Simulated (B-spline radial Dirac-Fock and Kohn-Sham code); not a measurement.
**Pm²⁺ 4f7/2: cross section and angular parameters**

System: the Pm²⁺ ion, configuration [Xe] 4f5; threshold 21.83 eV (orbital energy of the model). Level of theory: Dirac-Hartree-Slater photoionisation with a Latter tail; cross sections with all multipoles, angular parameters from the dipole term and its interference with E2; a B-spline atomic structure program.

| hν (eV) | σ (kb) | β | γ | δ |
| --- | --- | --- | --- | --- |
| 50.4 | 2560 | 0.563 | 0.007 | 0.009 |
| 75.3 | 2810 | 0.413 | 0.005 | 0.012 |
| 80 | 2770 | 0.405 | 0.005 | 0.012 |
| 90.7 | 2620 | 0.398 | 0.006 | 0.014 |
| 106 | 2360 | 0.405 | 0.007 | 0.016 |
| 118 | 2170 | 0.419 | 0.008 | 0.017 |
| 156 | 1650 | 0.488 | 0.011 | 0.020 |
| 291 | 582 | 0.744 | 0.030 | 0.031 |
| 306 | 522 | 0.767 | 0.032 | 0.032 |
| 329 | 443 | 0.800 | 0.037 | 0.034 |
| 339 | 413 | 0.813 | 0.040 | 0.035 |
| 400 | 276 | 0.882 | 0.056 | 0.040 |
| 567 | 107 | 1.001 | 0.115 | 0.053 |
| 577 | 102 | 1.006 | 0.119 | 0.054 |
| 600 | 90.6 | 1.015 | 0.128 | 0.055 |
| 1000 | 18.2 | 1.076 | 0.296 | 0.083 |
| 1090 | 13.6 | 1.074 | 0.332 | 0.088 |
| 1300 | 7.42 | 1.059 | 0.411 | 0.101 |
| 1420 | 5.44 | 1.047 | 0.453 | 0.109 |
| 1730 | 2.67 | 1.009 | 0.549 | 0.127 |
| 2984.4 | 0.332 | 0.860 | 0.827 | 0.202 |
| 3830 | 0.121 | 0.785 | 0.957 | 0.252 |
| 5414.7 | 0.0283 | 0.682 | 1.130 | 0.339 |
| 6210 | 0.0156 | 0.642 | 1.195 | 0.380 |
| 6600 | 0.0120 | 0.624 | 1.223 | 0.400 |
| 9251.7 | 0.00263 | 0.531 | 1.359 | 0.527 |
| 9780 | 0.00204 | 0.516 | 1.377 | 0.550 |
| 10200 | ? | ? | ? | ? |
| 11000 | 0.00119 | 0.487 | 1.411 | 0.603 |
| 12000 | 0.000792 | 0.467 | 1.433 | 0.645 |

Q: Give the values at 10200 eV.

A: σ = 0.00168 kb, β = 0.506, γ = 1.390, δ = 0.569.

Values without a named source are computed, but for edge energies of neutral atoms, which are taken from tables.
